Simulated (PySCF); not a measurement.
YF2, SMILES [F][Y+][F], charge +1.

Geometry optimised at B3LYP-D3(BJ)/def2-TZVP. The multiplicity is an assumed one; other spin states were not compared. The isomer is the one that the SMILES or the coordinates give; other isomers of the formula were not compared. The def2 effective core potentials stand for the cores of Y; spin–orbit coupling is left out.

Two levels are set side by side: TDA-PBE/def2-TZVPD (PySCF) and TDA-M06-2X/def2-TZVPD (PySCF). Vertical, same geometry. The lowest singlet is HOMO→LUMO 100 % with PBE and HOMO→LUMO 90 % with the other functional; states are paired by order. Differences are taken from unrounded values.

| quantity | TDA-M06-2X | TDA-PBE | TDA-PBE minus TDA-M06-2X |
|---|---|---|---|
| lowest singlet excitation (eV) | 7.43 | 5.59 | -1.84 |
| lowest triplet excitation (TDA) (eV) | 7.38 | 5.55 | -1.83 |

A lower first singlet is the usual sign of a functional without exact exchange. Differences between two approximate levels are no errors against the true value.

Rough cost on one machine, each run with all the roots and properties that it gave: TDA-M06-2X against TDA-PBE about 10 times.
